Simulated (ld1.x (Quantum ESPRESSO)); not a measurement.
# gadolinium, ultrasoft: configuration errors across variants

Gd (Z = 64), ultrasoft, made with ld1.x (Quantum ESPRESSO) 7.5 (PBE, scalar-relativistic). Core [Kr] 4d10, reference 4f7 5s2 5p6 5d1 6s0 6p0 (charge +2). Waves: 5s (bound): rcut 1.70, rcutus 1.90 bohr; 6s (bound, empty): rcut 1.70, rcutus 1.90 bohr; 5p (bound): rcut 2.00, rcutus 2.20 bohr; 6p (bound, empty): rcut 2.00, rcutus 2.20 bohr; 5d (bound): rcut 2.75, rcutus 3.50 bohr; 5d channel at -0.75 Ry: rcut 2.75, rcutus 3.50 bohr; 4f (bound): rcut 1.15, rcutus 1.30 bohr; 4f channel at -1 Ry: rcut 1.15, rcutus 1.30 bohr. Local part: all-electron potential smoothed inside 2.65 bohr (lloc = -2). Core correction: none. Augmentation charge: built from norm-conserving waves at rcut, not smoothed further.

All-electron excitation energies from the reference (eV): (1) 4f7 5s2 5p6 5d1 6s2 6p0 -18.745; (2) 4f7 5s2 5p6 5d1 6s1 6p0 -12.100; (3) 4f7 5s2 5p6 5d0 6s0 6p0 19.835; (4) 4f7 5s2 5p6 5d1 6s0 6p2 -12.868.

Errors AE − PS in meV (a dash: test not solved or not reliable):

```csv
change,(1),(2),(3),(4),bound ghosts
base,-1950,-1292,-10.0,-1046,not determined
"wave 5d channel at -0.75 Ry: rcut 2.75, rcutus 3.50 bohr becomes 5d channel at -0.99 Ry: rcut 2.75, rcutus 3.50 bohr",-1949,-1291,-10.0,-1046,not determined
"wave 5d channel at -0.75 Ry: rcut 2.75, rcutus 3.50 bohr becomes 5d channel at -0.91 Ry: rcut 2.75, rcutus 3.50 bohr",-1950,-1291,-10.0,-1046,not determined
"wave 5d channel at -0.75 Ry: rcut 2.75, rcutus 3.50 bohr becomes 5d channel at -0.81 Ry: rcut 2.75, rcutus 3.50 bohr",-1950,-1292,-10.0,-1046,not determined
"wave 5d channel at -0.75 Ry: rcut 2.75, rcutus 3.50 bohr becomes 5d channel at -0.36 Ry: rcut 2.75, rcutus 3.50 bohr",-1976,-1302,-10.0,-1053,not determined
"wave 5d channel at -0.75 Ry: rcut 2.75, rcutus 3.50 bohr becomes 5d channel at 0.14 Ry: rcut 2.75, rcutus 3.50 bohr",-1986,-1305,-10.0,-1055,not determined
"wave 5d channel at -0.75 Ry: rcut 2.75, rcutus 3.50 bohr becomes 5d channel at 0.7 Ry: rcut 2.75, rcutus 3.50 bohr",-1988,-1305,-10.0,-1056,not determined
"wave 5d channel at -0.75 Ry: rcut 2.75, rcutus 3.50 bohr becomes 5d channel at 1.76 Ry: rcut 2.75, rcutus 3.50 bohr",-1961,-1296,-10.0,-1049,not determined
"wave 5d channel at -0.75 Ry: rcut 2.75, rcutus 3.50 bohr becomes 5d channel at 2.87 Ry: rcut 2.75, rcutus 3.50 bohr",-1969,-1299,-10.0,-1051,not determined
"wave 5d channel at -0.75 Ry: rcut 2.75, rcutus 3.50 bohr becomes 5d channel at 5.09 Ry: rcut 2.75, rcutus 3.50 bohr",-1959,-1296,-10.0,-1049,not determined
```

**Question.** Give the same row for: wave 5d channel at -0.75 Ry: rcut 2.75, rcutus 3.50 bohr becomes 5d channel at -0.71 Ry: rcut 2.75, rcutus 3.50 bohr.

**Answer.** -1951, -1292, -10.0, -1046; bound ghosts: not determined.
